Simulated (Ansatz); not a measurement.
Computed with Ansatz.

C$_{2}$H$_{6}$GeO (`[CH3][GeH2][CH]=O`). Total charge 0; spin multiplicity 1. The structure was optimised at the PBE0-D4/def2-TZVP level. It is one conformer, not always the lowest.

```xyz
10

C    -0.582    1.090   -0.846
Ge    0.750   -0.141   -0.146
C    -0.115   -1.261    1.276
O    -1.271   -1.123    1.575
H    -0.153    1.721   -1.624
H    -1.419    0.529   -1.263
H    -0.958    1.722   -0.041
H     1.297   -1.095   -1.227
H     1.948    0.588    0.494
H     0.502   -2.030    1.800
```

Q: What is the dipole moment at r2SCAN/def2-TZVPP? (An estimate is asked.)

A: The calculation gave: 1.72 D, with components (1.40, 0.40, -0.92) D in this frame, pointing from negative to positive charge.

Q: And with PBE, B3LYP, ωB97M-V? (Estimate.)

A: The calculation gave: PBE 1.61 D, B3LYP 1.83 D, ωB97M-V 1.88 D.

Q: Give the Mulliken charges with r2SCAN, B3LYP, ωB97M-V in def2-TZVPP. (Estimate.)

A: The calculation gave: 
| atom | r2SCAN | B3LYP | ωB97M-V |
| --- | --- | --- | --- |
| C1 | -0.29 | -0.38 | -0.44 |
| Ge2 | 0.16 | 0.18 | 0.14 |
| C3 | 0.12 | 0.05 | 0.03 |
| O4 | -0.26 | -0.23 | -0.24 |
| H5 | 0.09 | 0.11 | 0.13 |
| H6 | 0.09 | 0.12 | 0.14 |
| H7 | 0.09 | 0.12 | 0.14 |
| H8 | -0.02 | -0.01 | 0.01 |
| H9 | -0.02 | -0.01 | 0.01 |
| H10 | 0.03 | 0.07 | 0.08 |

B3LYP here is the variant with VWN-RPA as its local correlation; programs differ in this.
